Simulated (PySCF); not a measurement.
## Correlation energy of La (lanthanum, neutral)

Starting occupation: [Xe] 5d2 6s1, 5d5/2 with m_j = +3/2, +5/2, 6s1/2 with m_j = +1/2. Calculation: PySCF 2.14, in x2c-TZVPall-2c; X2C-1e with screened-nucleus spin-orbit coupling, Gaussian nucleus. Frozen: [Ar] 3d10; 29 electrons correlated; the 18 highest virtual spinors left out.

MP2 pair energies summed by pair of shells (mhartree):

```
 pair   energy  share (%)
4d-4d  -223.32       30.9
4d-5p  -127.33       17.6
5p-5p   -88.37       12.2
4d-4p   -66.47        9.2
5d-5p   -43.83        6.1
4d-5s   -26.87        3.7
5p-5s   -25.20        3.5
4p-4p   -23.16        3.2
4d-4s   -18.87        2.6
5p-6s   -14.15        2.0
4p-5p   -10.74        1.5
4p-4s    -9.46        1.3
4p-5s    -8.00        1.1
4d-5d    -7.84        1.1
5d-6s    -6.31        0.9
5s-5s    -5.05        0.7
4d-6s    -3.35        0.5
5d-5s    -3.34        0.5
5d-5d    -3.17        0.4
4s-5p    -2.34        0.3
4s-4s    -1.88        0.3
4p-5d    -1.12        0.2
5s-6s    -0.76        0.1
4s-5s    -0.74        0.1
4p-6s    -0.37        0.1
4s-5d    -0.22        0.0
4s-6s    -0.04        0.0
```

Total MP2 correlation energy: -722.30 mhartree.

The GHF reference relaxed away from the jj start to a determinant that is no pure jj level (⟨S²⟩ = 3.79, ⟨J²⟩ = 24.77); the energies belong to that determinant.

This basis was not built for core-valence correlation, so the inner-shell part is incomplete.
